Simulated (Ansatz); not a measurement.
Name a neutral molecule of Al, C, O and H with HOMO–LUMO gap (PBE0/def2-TZVPP) between 5.75 and 6.05 eV and LUMO energy (PBE0/def2-TZVPP) between -1.20 and -0.90 eV (Ansatz, PBE0-D4/def2-TZVP geometry).

`C#C[O][AlH][CH3]` (5.79 eV, -1.16 eV). Other molecules can fit too; these were computed, each in one conformer that needn't be the lowest.
